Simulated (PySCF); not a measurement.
## Calculated data, CH₃AlO₂, CH₅ClOSi, CH₄ClOSi, CH₃ClOSi and others

All values are calculated (PySCF 2.14.0). Calculation on a computer-drawn molecule: the log of a Hartree-Fock and frozen-core CCSD(T) single point meant for a local Hartree-Fock minimum, with one planted fault or none, to be diagnosed. Offsets are logged minus clean, where the clean run is the same molecule without the fault. The reference is restricted for singlets and unrestricted otherwise, and also for a bond in bohr or an excited solution. Adding or removing an electron swaps singlet and doublet. The excited solution moves the top pair (singlet) or top alpha electron (doublet) to the lowest empty orbital. Highest occupied and lowest empty are orbital energies over both spins, largest force is the largest gradient component, triples share is (T) over the correlation energy, the T1 limit is 0.02 restricted and 0.045 unrestricted, electrons count all cores, a negative frequency is imaginary (commonest isotopes), and the dipole is about the centre of nuclear charge.

Common to all runs: meant basis cc-pV(D+d)Z; logged SCF converged yes; possible faults no fault, one electron removed, one electron added, multiplicity raised by two, geometry at a saddle point, SCF held on an excited solution, minimal basis STO-3G, one bond length entered in bohr, all coordinates scaled.

(1) CH₃AlO₂

Logged structure:
```xyz
7
CH3AlO2
O      0.0112    -2.1881     0.6209
C     -0.5593    -0.9098     0.5583
O      0.4090    -0.0418     0.1521
Al     2.0557     0.0079    -0.2991
H     -0.6369    -2.8181     0.9016
H     -0.9371    -0.6151     1.5437
H     -1.3924    -0.9014    -0.1533
```

* meant charge: 0
* meant multiplicity: 1
* logged electrons: 38
* logged basis functions: 80
* logged spin squared: 0
* logged highest occupied: -4.2183 eV
* logged lowest empty: -3.1812 eV
* logged largest force: 0.012758 hartree/bohr
* logged dipole magnitude: 0.60596 debye
* logged SCF stable within its kind: no
* logged energy HF: -430.95291 hartree
* planted fault: SCF held on an excited solution
* HF energy offset from clean run: 220.6 kcal/mol

Drawn bonds:
```tsv
atom	other atom	order
1	2	1
2	3	1
3	4	1
1	5	1
2	6	1
2	7	1
```

Notes: coupled-cluster numbers left out as unreliable.

(2) CH₅ClOSi

Logged structure:
```xyz
9
CH5ClOSi
O      0.3994     2.3505     0.8356
C      1.3665     1.3426     0.6423
Si     1.4017     0.6873    -1.1276
Cl     2.0368     2.1603    -2.4380
H     -0.4663     1.9798     0.7508
H      1.2256     0.5062     1.3406
H      2.3343     1.7837     0.8866
H      2.3329    -0.4513    -1.2445
H      0.0415     0.2868    -1.5403
```

- meant charge: 0
- meant multiplicity: 1
- logged electrons: 49
- logged basis functions: 99
- logged spin squared: 0.7649
- logged highest occupied: -16.645 eV
- logged lowest empty: -7.122 eV
- logged largest force: 0.063295 hartree/bohr
- logged T1 diagnostic: 0.045483
- logged D1 diagnostic: 0.30656
- logged triples share: 0.027637
- logged CC converged: yes
- logged dipole magnitude: 8.0945 debye
- logged SCF stable within its kind: yes
- logged energy HF: -863.78075 hartree
- logged energy CCSD(T): -864.39243 hartree
- planted fault: one electron removed
- HF energy offset from clean run: 216.9 kcal/mol
- CCSD(T) energy offset from clean run: 227.4 kcal/mol

Drawn bonds:
```tsv
atom	other atom	order
1	2	1
2	3	1
3	4	1
1	5	1
2	6	1
2	7	1
3	8	1
3	9	1
```

Notes: T1 above single-reference limit.

(3) CH₄ClOSi

Logged structure:
```xyz
8
CH4ClOSi
O     -2.0204     0.6956     0.3124
C     -0.8999     1.4295     0.7507
Si     0.4398     1.5937    -0.5853
Cl     1.2316    -0.2671    -1.0527
H     -2.4672     1.1747    -0.3696
H     -1.1834     2.4279     1.1082
H     -0.4898     0.8963     1.6089
H     -0.1505     2.1476    -1.8272
```

* meant charge: 0
* meant multiplicity: 2
* logged electrons: 49
* logged basis functions: 94
* logged spin squared: 0.7542
* logged highest occupied: -9.2351 eV
* logged lowest empty: 1.175 eV
* logged largest force: 2.685e-05 hartree/bohr
* logged lowest frequency: 82.013 cm⁻¹
* logged T1 diagnostic: 0.013398
* logged D1 diagnostic: 0.066033
* logged triples share: 0.025031
* logged CC converged: yes
* logged dipole magnitude: 2.9587 debye
* logged SCF stable within its kind: yes
* logged energy HF: -863.50436 hartree
* logged energy CCSD(T): -864.10817 hartree
* planted fault: no fault
* HF energy offset from clean run: 0 kcal/mol
* CCSD(T) energy offset from clean run: 0 kcal/mol

Drawn bonds:
```tsv
atom	other atom	order
1	2	1
2	3	1
3	4	1
1	5	1
2	6	1
2	7	1
3	8	1
```

(4) CH₄ClOSi

Structure as in entry 3.

* meant charge: 0
* meant multiplicity: 2
* logged electrons: 49
* logged basis functions: 94
* logged spin squared: 3.7715
* logged highest occupied: -3.2616 eV
* logged lowest empty: -2.5998 eV
* logged largest force: 0.11483 hartree/bohr
* logged T1 diagnostic: 0.046544
* logged D1 diagnostic: 0.23491
* logged triples share: 0.031968
* logged CC converged: yes
* logged dipole magnitude: 6.1989 debye
* logged SCF stable within its kind: yes
* logged energy HF: -863.23719 hartree
* logged energy CCSD(T): -863.85259 hartree
* planted fault: multiplicity raised by two
* HF energy offset from clean run: 167.7 kcal/mol
* CCSD(T) energy offset from clean run: 160.4 kcal/mol

Drawn bonds:
```tsv
atom	other atom	order
1	2	1
2	3	1
3	4	1
1	5	1
2	6	1
2	7	1
3	8	1
```

Notes: T1 above single-reference limit.

(5) CH₃ClOSi

Logged structure:
```xyz
7
CH3ClOSi
O     -1.6397    -0.9525     1.0496
C     -0.7973    -0.7530    -0.0615
Si     0.4875     0.5654     0.4483
Cl     1.5390     0.6059    -1.3877
H     -2.8793    -2.1797     0.6625
H     -0.2787    -1.6748    -0.3608
H     -1.3504    -0.4042    -0.9451
```

* meant charge: 0
* meant multiplicity: 1
* logged electrons: 48
* logged basis functions: 89
* logged spin squared: 1.0615
* logged highest occupied: -9.8135 eV
* logged lowest empty: 0.52992 eV
* logged largest force: 0.016466 hartree/bohr
* logged T1 diagnostic: 0.060216
* logged D1 diagnostic: 0.24223
* logged triples share: 0.035248
* logged CC converged: yes
* logged dipole magnitude: 0.45476 debye
* logged SCF stable within its kind: yes
* logged energy HF: -862.80117 hartree
* logged energy CCSD(T): -863.38645 hartree
* planted fault: one bond length entered in bohr, row 4 of the drawn bonds
* HF energy offset from clean run: 72.69 kcal/mol
* CCSD(T) energy offset from clean run: 82.33 kcal/mol

Drawn bonds:
```tsv
atom	other atom	order
1	2	1
2	3	1
3	4	1
1	5	1
2	6	1
2	7	1
```

Notes: T1 above single-reference limit.

(6) BH₅NOSi

Logged structure:
```xyz
9
BH5NOSi
O      1.1194     3.4720    -1.6334
B      0.8054     2.4254    -0.9974
N      0.4323     1.3106    -0.3955
Si    -1.2603     0.8628     0.1870
H      1.4396     4.2813    -1.2416
H      1.1566     0.6174    -0.2573
H     -1.1297     0.6359     1.6282
H     -2.0425     2.0567    -0.1569
H     -1.6347    -0.3340    -0.5692
```

* meant charge: 1
* meant multiplicity: 1
* logged electrons: 38
* logged basis functions: 90
* logged spin squared: 0
* logged highest occupied: -8.5175 eV
* logged lowest empty: -11.829 eV
* logged largest force: 0.21063 hartree/bohr
* logged CC converged: no
* logged dipole magnitude: 1.4083 debye
* logged SCF stable within its kind: no
* logged energy HF: -444.98457 hartree
* planted fault: SCF held on an excited solution
* HF energy offset from clean run: 452 kcal/mol

Drawn bonds:
```tsv
atom	other atom	order
1	2	1
2	3	1
3	4	1
1	5	1
3	6	1
4	7	1
4	8	1
4	9	1
```

Notes: CCSD not converged.

(7) AlBFH₂O

Logged structure:
```xyz
6
AlBFH2O
O      1.5128     2.3786    -0.6568
B      1.0757     1.4305     0.0022
Al     0.2436    -0.2330     1.2163
F      1.1564    -1.5115     0.7818
H      2.1560     2.6571    -1.3039
H     -0.9325    -0.0013     2.1851
```

* meant charge: 1
* meant multiplicity: 1
* logged electrons: 37
* logged basis functions: 75
* logged spin squared: 0.757
* logged highest occupied: -5.4727 eV
* logged lowest empty: 2.0533 eV
* logged largest force: 0.082107 hartree/bohr
* logged T1 diagnostic: 0.016141
* logged D1 diagnostic: 0.040019
* logged triples share: 0.021636
* logged CC converged: yes
* logged dipole magnitude: 4.3013 debye
* logged SCF stable within its kind: yes
* logged energy HF: -442.10391 hartree
* logged energy CCSD(T): -442.63595 hartree
* planted fault: one electron added
* HF energy offset from clean run: -115 kcal/mol
* CCSD(T) energy offset from clean run: -121 kcal/mol

Drawn bonds:
```tsv
atom	other atom	order
1	2	1
2	3	1
3	4	1
1	5	1
3	6	1
```

(8) AlBClH₃O

Logged structure:
```xyz
7
AlBClH3O
O     -2.3059    -2.4196    -2.8647
B     -1.8971    -2.2168    -1.5904
Al    -0.1681    -0.9638    -1.2829
Cl     1.6693    -1.9086    -0.7467
H     -3.0592    -2.9877    -2.9447
H     -2.5130    -2.7504    -0.6952
H     -0.0856     0.6068    -1.3930
```

* meant charge: 0
* meant multiplicity: 1
* logged electrons: 45
* logged basis functions: 89
* logged spin squared: 0.7749
* logged highest occupied: -17.005 eV
* logged lowest empty: -7.9683 eV
* logged largest force: 0.078564 hartree/bohr
* logged T1 diagnostic: 0.027184
* logged D1 diagnostic: 0.13566
* logged triples share: 0.028538
* logged CC converged: yes
* logged dipole magnitude: 6.9885 debye
* logged SCF stable within its kind: yes
* logged energy HF: -802.49105 hartree
* logged energy CCSD(T): -802.99684 hartree
* planted fault: one electron removed
* HF energy offset from clean run: 208.1 kcal/mol
* CCSD(T) energy offset from clean run: 216 kcal/mol

Drawn bonds:
```tsv
atom	other atom	order
1	2	1
2	3	1
3	4	1
1	5	1
2	6	1
3	7	1
```
